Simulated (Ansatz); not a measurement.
Coupled-cluster diagnostics for the cluster Au₂S₂⁻, Ansatz.

Geometry of the doublet (PBE-D4/def2-SVPD):

```xyz
4

Au    0.448   -0.988   -0.928
Au   -0.447    0.988    0.928
S    -0.932    0.940   -1.450
S     0.932   -0.940    1.450
```

In the def2 sets Au takes a core potential; there is no spin–orbit coupling. Correlated methods freeze 10 core orbitals; core or outer-core shells of Au are correlated, in sets that lack core-valence functions. Another isomer (doublet) lies 0.51 eV lower at PBE0-D4/def2-TZVPD; other spin states weren't run for this one.

(1) Estimate the CCSD(T) correlation energy, the shares of MP2 and (T), T1 and the reference's ⟨S²⟩ for: charge -1, doublet, own geometry in def2-SVPD; and the rough time on 4 threads of Arm Neoverse V1 on a shared host.

Results:

(1) 
| state | basis | correlation (eV) | MP2 share (%) | (T) share (%) | T1 | ⟨S²⟩ (pure) | wall time |
| --- | --- | --- | --- | --- | --- | --- | --- |
| charge -1, doublet, own geometry | def2-SVPD | -28.566 | 100.3 | 4.2 | 0.030 | 0.82 (0.75) | 2.1 min |
Customary marks for T1 are 0.02 (closed shells), 0.045 (open shells) and about 0.05 (3d metals). T1 exceeds 0.02 in 1 of 1 rows and 0.045 in 0; the higher it lies, the less the single-reference result can be trusted.
